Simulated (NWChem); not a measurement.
System: CH₃NOSi; SMILES N(=C=O)[SiH3]

Input file for NWChem:

```
start job
memory heap 200 mb stack 900 mb global 1100 mb
geometry units angstroms noautosym nocenter noautoz
  Si     0.079139    -1.567390     0.002312
  N      0.006291     0.159462     0.001182
  C     -0.045049     1.366653     0.000396
  O     -0.095239     2.547946    -0.000375
  H      0.876757    -2.026168     1.188003
  H     -1.314159    -2.119359     0.083387
  H      0.737137    -2.033630    -1.263475
end
basis spherical
  * library def2-svpd
end
dft
  xc xcamb88 1.00 lyp 1.0 hfexch 1.00
  cam 0.33 cam_alpha 0.0 cam_beta 1.0
  iterations 150
end
property
  response 1 0.0
end
task dft property
```

Coordinates come from a PBE-D3(BJ)/def2-SVP optimisation.

Static field.

Q: What results follow from this input? (LC-BLYP (range parameter 0.33 per bohr)/def2-SVPD.) Quantities: isotropic polarisability (bohr³); anisotropy (bohr³).

A: 
- isotropic polarisability (bohr³) = 51.0
- anisotropy (bohr³) = 33.2
